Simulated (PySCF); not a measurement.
These 2 structures share the formula C7H6F3N. Method: PBE0-D3(BJ)/def2-SVP geometry optimisation, gas phase in PySCF. Energies are electronic, without zero-point or thermal terms, for one conformer each. No frequencies were run at this level. Point groups hold within 0.08 Å.

Question: Order them by energy at this level, lowest first, and give relative energies in kJ/mol.
A. `[F:1][C:2]([F:3])([F:4])[CH2:5][c:6]1[cH:7][cH:8][cH:9][n:10][cH:11]1` with C2–C5–C6–C7 80°
B. `CN(C)C#CC#CC(F)(F)F`

Answer: A (0.0), B (420.0).

As drawn, the lower has an aromatic ring, which the higher lacks; the higher has a C≡C bond, which the lower lacks.

```json
{"SMILES": "FC(F)(F)Cc1cccnc1", "E (Eh)": "-623.54490", "E rel (kJ/mol)": "0.0", "dipole (D)": "2.37", "point group": "C1", "A, B, C (MHz)": "2662, 661.8, 604.5"}
{"SMILES": "CN(C)C#CC#CC(F)(F)F", "E (Eh)": "-623.38492", "E rel (kJ/mol)": "420.0", "dipole (D)": "6.89", "point group": "C1", "A, B, C (MHz)": "3508, 297.5, 289.1"}
```
